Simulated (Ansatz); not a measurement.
A nudged elastic band was laid between two geometries of Cl₃FH₂HfS (8 atoms, charge 0, multiplicity 1).

All numbers below come from RKS B3LYP-D4/def2-SVP in Ansatz 0.2.0.

```json
{
  "movable images": "5",
  "climbing image": "yes",
  "spring": "5.0 eV/Å²",
  "optimiser": "quadratic models (default)",
  "start path": "through a guess of the saddle point",
  "force threshold": "0.05 eV/Å",
  "iteration limit": "60",
  "end points": "relaxed"
}
```

First end point:

```xyz
8
Properties=species:S:1:pos:R:3
Hf -0.007 -0.042 -0.107
F 0.199 -0.431 1.754
Cl 2.249 0.009 -0.774
Cl -0.690 2.169 -0.619
Cl -0.839 -1.818 -1.438
S -2.837 -0.121 0.778
H -2.810 -1.280 1.479
H -2.734 0.642 1.893
```

Last end point:

```xyz
8
Properties=species:S:1:pos:R:3
Hf -0.589 0.023 -0.294
F -0.538 1.048 1.860
Cl 1.427 -0.961 0.411
Cl -0.553 2.232 -1.090
Cl -1.004 -1.210 -2.241
S -2.655 -0.642 1.007
H -2.226 -1.918 1.184
H -1.331 0.556 2.128
```

Task: What changes between the two ends?

Result: Bonds broken: S6–H8. Bonds formed: F2–H8.

Task: Give the energies along the band, and the barrier.

Result: It converged. The highest image is number 5 of 0 to 6, 1.10 eV above the first end and 0.06 eV above the last; the last end lies 1.04 eV above the first. A vibrational analysis at the climbing image gives one clearly imaginary mode, 376i cm⁻¹: a first-order saddle point. The orbitals stay closed-shell, which can raise the energy where a bond breaks towards radicals; this wasn't checked here.

| image | path coordinate (Å) | energy (eV) | S6–H8 (Å) | F2–H8 (Å) |
| --- | --- | --- | --- | --- |
| 0 | 0.00 | 0.00 | 1.36 | 3.13 |
| 1 | 0.78 | 0.03 | 1.35 | 2.80 |
| 2 | 1.55 | 0.16 | 1.35 | 2.61 |
| 3 | 2.33 | 0.28 | 1.36 | 2.44 |
| 4 | 3.10 | 0.48 | 1.36 | 1.93 |
| 5 | 3.88 | 1.10 | 1.71 | 1.11 |
| 6 | 4.47 | 1.04 | 2.11 | 0.97 |

Task: What is the geometry of the highest image?

Result: 
```xyz
8
Properties=species:S:1:pos:R:3
Hf -0.501 0.121 -0.241
F -0.538 0.841 1.838
Cl 1.583 -0.864 0.202
Cl -0.436 2.294 -1.108
Cl -1.152 -1.162 -2.099
S -2.683 -0.574 1.083
H -2.238 -1.830 1.337
H -1.504 0.301 1.953
```

Task: What are the harmonic wavenumbers there?

Result: 376i, 33, 85, 103, 117, 121, 133, 275, 315, 366, 378, 388, 401, 506, 798, 1088, 1482, 2655 cm⁻¹.

The run took 4.6 min on 4 threads of Intel(R) Xeon(R) Platinum 8488C (Sapphire Rapids), with other jobs on the host, peak memory 0.41 GiB.
